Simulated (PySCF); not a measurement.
H4O4Re, SMILES [OH][Re]([OH])([OH])[OH] (connectivity only; charge and spin as stated), neutral, multiplicity 4. Atoms are numbered in the order given.

```xyz
9

Re    -0.0752     0.0201    -0.0033
O      1.6650     0.8423     0.2647
H      1.6457     1.7999     0.0528
O      0.7861    -1.7128    -0.2240
H      1.7463    -1.6033    -0.3846
O     -1.3498    -0.9788     1.0012
H     -1.2250    -1.9541     0.9840
O     -0.5126     1.6725    -0.8983
H     -1.2382     1.6665    -1.5534
```
Charge 0, spin multiplicity 4.

Coordinates come from a PBE-D3(BJ)/def2-SVP optimisation. The multiplicity is an assumed one; other spin states were not compared. The def2 effective core potentials stand for the cores of Re; spin–orbit coupling is left out. Other conformers were not sampled.

The numbers are results of PySCF with PBE/def2-TZVP, not measurements.

ESP charges are fitted to the potential on shells at 1.4 to 2.0 van der Waals radii. Atomic charges (e):

| atom | Löwdin | ESP fit | Mulliken spin |
|---|---|---|---|
| Re1 | 0.57 | 0.87 | 2.71 |
| O2 | -0.31 | -0.64 | 0.09 |
| H3 | 0.16 | 0.42 | 0.03 |
| O4 | -0.32 | -0.70 | 0.10 |
| H5 | 0.17 | 0.44 | 0.01 |
| O6 | -0.28 | -0.57 | 0.00 |
| H7 | 0.17 | 0.42 | 0.04 |
| O8 | -0.32 | -0.64 | 0.01 |
| H9 | 0.17 | 0.40 | 0.01 |
